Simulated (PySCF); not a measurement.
PySCF input file for BaF₂, SMILES [Ba]([F])[F], TDA-ωB97X/def2-TZVPD. Coordinates come from a PBE0-D3(BJ)/def2-TZVP optimisation. The isomer is the one that the SMILES or the coordinates give; other isomers of the formula were not compared. The def2 effective core potentials stand for the cores of Ba; spin–orbit coupling is left out.

```python
import numpy as np
from pyscf import gto, scf, dft, tdscf

mol = gto.M(
    atom='''
    Ba    0.00000000    0.00000000    0.26934812
    F     0.00000000   -1.90938964   -0.83797193
    F     0.00000000    1.90938962   -0.83797194
    ''',
    basis='def2-TZVPD',
    ecp={'Ba': 'def2-tzvp'},
    charge=0,
    spin=0,
    symmetry=True,
    max_memory=1600,
    verbose=4,
)
mf = dft.RKS(mol, xc='wb97x').density_fit(auxbasis='def2-universal-jkfit')
mf.grids.level = 3
mf.conv_tol = 1e-9
mf.max_cycle = 100
mf.kernel()
mf.grids = dft.Grids(mol).set(level=1).build(with_non0tab=True)  # coarser grid for the response kernel
td = tdscf.TDA(mf)
td.singlet = True
td.nstates = 10
td.conv_tol = 1e-4
td.positive_eig_threshold = 1e-6
td.kernel(x0=td.get_init_guess(mf, 15))
td.analyze()
tt = tdscf.TDA(mf)
tt.singlet = False
tt.nstates = 4
tt.conv_tol = 1e-4
tt.positive_eig_threshold = 1e-6
tt.kernel(x0=tt.get_init_guess(mf, 9))
tt.analyze(verbose=3)
```

Program output:

```
PySCF version 2.14.0

[INPUT] verbose = 4
[INPUT] num. atoms = 3
[INPUT] num. electrons = 28
[INPUT] charge = 0
[INPUT] spin (= nelec alpha-beta = 2S) = 0
[INPUT] symmetry True subgroup None
[INPUT] Mole.unit = angstrom
[INPUT] Symbol           X                Y                Z      unit          X                Y                Z       unit  Magmom
[INPUT]  1 Ba     0.000000000000   0.000000000000   0.269348120000 AA    0.000000000000   0.000000000000   0.508994178966 Bohr   0.0
[INPUT]  2 F      0.000000000000  -1.909389640000  -0.837971930000 AA    0.000000000000  -3.608223484682  -1.583537447773 Bohr   0.0
[INPUT]  3 F      0.000000000000   1.909389620000  -0.837971940000 AA    0.000000000000   3.608223446887  -1.583537466670 Bohr   0.0

nuclear repulsion = 54.3785806934325
point group symmetry = C2v
symmetry origin: [ 0.00000000e+00 -4.59663106e-09 -2.80905233e-09]
symmetry axis x: [-1. -0. -0.]
symmetry axis y: [ 0.00000000e+00  1.00000000e+00 -4.29465241e-10]
symmetry axis z: [0.00000000e+00 4.29465241e-10 1.00000000e+00]
num. orbitals of irrep A1 = 45
num. orbitals of irrep A2 = 17
num. orbitals of irrep B1 = 22
num. orbitals of irrep B2 = 36
number of shells = 42
number of NR pGTOs = 170
number of NR cGTOs = 120
basis = def2-TZVPD
ecp = {'Ba': 'def2-tzvp'}


[settings echo left out]
init E= -219.520351466757
HOMO (B2) = -0.692699882679401  LUMO (A1) = -0.26699048575912  gap/eV = 11.58414
cycle= 1 E= -225.168959025498  delta_E= -5.65  |g|= 1.15  |ddm|=  7.4
HOMO (B2) = -0.164216764399736  LUMO (A1) = -0.00671703970323989  gap/eV = 4.28579
cycle= 2 E= -224.978612564796  delta_E= 0.19  |g|=  1.7  |ddm|= 1.18
HOMO (B2) = -0.377871804568659  LUMO (A1) = 0.00298383329748475  gap/eV = 10.36361
cycle= 3 E= -225.394268882161  delta_E= -0.416  |g|= 0.0457  |ddm|= 0.656
HOMO (B2) = -0.38815818903239  LUMO (A1) = 0.00299732514729811  gap/eV = 10.64388
cycle= 4 E= -225.39474953644  delta_E= -0.000481  |g|= 0.0233  |ddm|= 0.0749
HOMO (B2) = -0.391218700603727  LUMO (A1) = 0.00278531503308344  gap/eV = 10.72140
cycle= 5 E= -225.394833279547  delta_E= -8.37e-05  |g|= 0.00513  |ddm|= 0.0176
HOMO (B2) = -0.392459849414668  LUMO (A1) = 0.00290610084250531  gap/eV = 10.75846
cycle= 6 E= -225.394840919782  delta_E= -7.64e-06  |g|= 0.00072  |ddm|= 0.00781
HOMO (B2) = -0.392464081243765  LUMO (A1) = 0.00287420983073972  gap/eV = 10.75770
cycle= 7 E= -225.394841456209  delta_E= -5.36e-07  |g|= 0.00023  |ddm|= 0.00224
HOMO (B2) = -0.392469959437873  LUMO (A1) = 0.0028857161095921  gap/eV = 10.75818
cycle= 8 E= -225.394841516505  delta_E= -6.03e-08  |g|= 3.86e-05  |ddm|= 0.000934
HOMO (B2) = -0.392470807227816  LUMO (A1) = 0.00288581803007304  gap/eV = 10.75820
cycle= 9 E= -225.394841517904  delta_E= -1.4e-09  |g|= 7.7e-06  |ddm|= 0.000123
HOMO (B2) = -0.392470402088457  LUMO (A1) = 0.00288533570760308  gap/eV = 10.75818
cycle= 10 E= -225.394841517962  delta_E= -5.85e-11  |g|= 1.41e-06  |ddm|= 2.33e-05
HOMO (B2) = -0.392470132927767  LUMO (A1) = 0.00288531376747514  gap/eV = 10.75817
Extra cycle  E= -225.394841517963  delta_E= -1.25e-12  |g|= 8.99e-07  |ddm|= 2.63e-06
converged SCF energy = -225.394841517963
tot grids = 19480
Overwritten attributes  positive_eig_threshold  of <class 'pyscf.tdscf.rks.TDA'>


******** <class 'pyscf.tdscf.rks.TDA'> for <class 'pyscf.df.df_jk.DFSymAdaptedRKS'> ********
nstates = 10 singlet
deg_eia_thresh = 1.000e-03
wfnsym = None
conv_tol = 0.0001
eigh lindep = 1e-12
eigh level_shift = 0
eigh max_cycle = 100


Excitation energies (eV)
[6.67588324 7.0660091  7.2746762  7.47307542 7.47984629 7.58918444
 7.83187986 7.86250213 8.27823476 8.33665965]

** Singlet excitation energies and oscillator strengths **
Excited State   1:   B2      6.67588 eV    185.72 nm  f=0.0009
      14 -> 15       -0.60295
      14 -> 18        0.28636
      14 -> 24       -0.10872
      14 -> 26       -0.11752
Excited State   2:   A1      7.06601 eV    175.47 nm  f=0.0008
      10 -> 17        0.10309
      13 -> 15       -0.59110
      13 -> 18        0.29592
      13 -> 24       -0.10412
      13 -> 26       -0.13020
Excited State   3:   B1      7.27468 eV    170.43 nm  f=0.0363
      11 -> 17        0.12634
      11 -> 27        0.10643
      12 -> 15       -0.58063
      12 -> 18        0.30489
      12 -> 24       -0.10614
      12 -> 26       -0.12870
Excited State   4:   A2      7.47308 eV    165.91 nm  f=0.0000
      11 -> 15        0.56786
      11 -> 18       -0.30178
      11 -> 24        0.10959
      11 -> 26        0.12838
      12 -> 17       -0.16223
      12 -> 27       -0.12592
Excited State   5:   B2      7.47985 eV    165.76 nm  f=0.0254
      10 -> 15        0.57005
      10 -> 18       -0.28640
      10 -> 24        0.11111
      10 -> 26        0.12810
      13 -> 17       -0.16743
      13 -> 27       -0.11682
Excited State   6:   A1      7.58918 eV    163.37 nm  f=0.0151
       9 -> 15        0.53171
       9 -> 18       -0.26512
       9 -> 24        0.12172
       9 -> 26        0.11224
      14 -> 17       -0.25558
      14 -> 22       -0.14236
      14 -> 27       -0.14642
Excited State   7:   A2      7.83188 eV    158.31 nm  f=0.0000
      14 -> 16       -0.44797
      14 -> 19        0.49732
      14 -> 28        0.20351
Excited State   8:   B2      7.86250 eV    157.69 nm  f=0.0008
      14 -> 15       -0.21519
      14 -> 18       -0.41048
      14 -> 20        0.48243
      14 -> 29       -0.20183
Excited State   9:   B1      8.27823 eV    149.77 nm  f=0.0007
      10 -> 21       -0.10628
      13 -> 16        0.46240
      13 -> 19       -0.44789
      13 -> 28       -0.18040
      14 -> 21       -0.17396
Excited State  10:   A1      8.33666 eV    148.72 nm  f=0.0036
      13 -> 15        0.21090
      13 -> 18        0.42040
      13 -> 20       -0.44491
      13 -> 29        0.17212

** Transition electric dipole moments (AU) **
state          X           Y           Z        Dip. S.      Osc.
  1        -0.0000     -0.0745     -0.0000      0.0056      0.0009
  2         0.0000      0.0000      0.0685      0.0047      0.0008
  3        -0.4515      0.0000      0.0000      0.2038      0.0363
  4        -0.0000     -0.0000     -0.0000      0.0000      0.0000
  5        -0.0000      0.3727      0.0000      0.1389      0.0254
  6        -0.0000     -0.0000      0.2848      0.0811      0.0151
  7        -0.0000      0.0000     -0.0000      0.0000      0.0000
  8        -0.0000     -0.0640     -0.0000      0.0041      0.0008
  9        -0.0604     -0.0000     -0.0000      0.0037      0.0007
 10        -0.0000      0.0000      0.1325      0.0176      0.0036

WARN: ECP detected. Skipping calculation of transition velocity and magnetic dipole moments, which have not yet been implemented.



******** <class 'pyscf.tdscf.rks.TDA'> for <class 'pyscf.df.df_jk.DFSymAdaptedRKS'> ********
nstates = 4 triplet
deg_eia_thresh = 1.000e-03
wfnsym = None
conv_tol = 0.0001
eigh lindep = 1e-12
eigh level_shift = 0
eigh max_cycle = 100


Excitation energies (eV)
[6.63429133 7.03553202 7.26797471 7.45718123]

** Triplet excitation energies and oscillator strengths **
Excited State   1:   B2      6.63429 eV    186.88 nm  f=0.0000
Excited State   2:   A1      7.03553 eV    176.23 nm  f=0.0000
Excited State   3:   B1      7.26797 eV    170.59 nm  f=0.0000
Excited State   4:   B2      7.45718 eV    166.26 nm  f=0.0000
```

The run converged.

Cost: very roughly 110 core-seconds.
